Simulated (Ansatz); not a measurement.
Born–Oppenheimer molecular dynamics of ClF4Ta (6 atoms, charge 0, multiplicity 1). It starts from a relaxed structure.

The calculation used Ansatz, RKS revPBE-D4/def2-SVP.

* ensemble: NVE (velocity Verlet)
* time step: 1 fs
* steps asked: 150
* starting velocities drawn for: 700 K
* seed: 385621

First frame:

```xyz
6
Properties=species:S:1:pos:R:3
Ta 0.048 0.000 0.000
Cl 2.342 0.000 0.000
F -0.137 0.000 1.893
F -0.137 0.000 -1.893
F -0.787 1.681 0.000
F -0.787 -1.681 0.000
```

Q: How far do the bonds stretch over the last three quarters of this one trajectory? (Pairs bonded in most of those frames.)

A: 
| bond | mean (Å) | spread (Å) | shortest | longest |
| --- | --- | --- | --- | --- |
| Ta1–Cl2 | 2.316 | 0.037 | 2.26 | 2.38 |
| Ta1–F3 | 1.905 | 0.014 | 1.88 | 1.92 |
| Ta1–F4 | 1.903 | 0.018 | 1.87 | 1.93 |
| Ta1–F5 | 1.868 | 0.031 | 1.82 | 1.91 |
| Ta1–F6 | 1.883 | 0.034 | 1.84 | 1.94 |

Mean temperature of the second half: 276 K. The conserved energy stayed within 0.061 meV per atom of its start (net change 0.046 meV per atom), so the integration is sound. A run of 0.15 ps of so small a system gives no equilibrium averages.

The run took 2.4 min on 2 threads of AMD EPYC 9R45 96-Core Processor (Zen 5) (shared host), peak memory 0.17 GiB.
